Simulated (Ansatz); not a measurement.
`C[N](C)[Sn][Cl]`, 11 atoms. The species carries charge 0 and has multiplicity 1. Correlated methods include outer-core shells of Sn, which these sets cover unevenly. Sn: def2 effective core potential. All runs use 4 threads of an Arm Neoverse V2 on a shared host. Correlated methods freeze the cores.

(1) How many basis functions does each run have, and how long does it take in Ansatz? RKS B97M-V/def2-TZVPP energy; RKS ωB97M-V/def2-SVP energy; RKS PBE0-D4/def2-SVP energy; RKS PBE0-D4/def2-TZVPP energy; direct RPA on PBE orbitals/def2-TZVPP energy; RKS PBE0-D4/def2-TZVP relaxation (6 steps); RKS HSE06 (plane-wave form)-D4/def2-TZVPP energy; RHF-CCSD(T)/def2-TZVPP energy; RKS ωB97M-V/def2-QZVPP energy; RKS B2PLYP (frozen core)/def2-TZVPP energy; RKS PBE0-D4/def2-TZVP frequencies; RHF-MP2/def2-QZVPP energy. (An estimate is asked.)

Results:

(1) The calculation gave: Other jobs shared the machine, so times are rough.

```tsv
level	job	functions	wall time	peak host memory (GiB)
RKS PBE0-D4/def2-SVP	energy	116	1.3 s	0.27
RKS PBE0-D4/def2-TZVPP	energy	269	3.4 s	0.81
RKS HSE06 (plane-wave form)-D4/def2-TZVPP	energy	269	3.4 s	0.85
RKS ωB97M-V/def2-SVP	energy	116	5.5 s	0.4
RKS B2PLYP (frozen core)/def2-TZVPP	energy	269	6.5 s	0.85
direct RPA on PBE orbitals/def2-TZVPP	energy	269	7.5 s	0.83
RKS B97M-V/def2-TZVPP	energy	269	11 s	0.49
RKS ωB97M-V/def2-QZVPP	energy	503	21 s	2.5
RHF-MP2/def2-QZVPP	energy	503	23 s	3.6
RKS PBE0-D4/def2-TZVP	relaxation (6 steps)	216	25 s	0.66
RKS PBE0-D4/def2-TZVP	frequencies	216	2.9 min	0.67
RHF-CCSD(T)/def2-TZVPP	energy	269	4.6 min	7.6
```
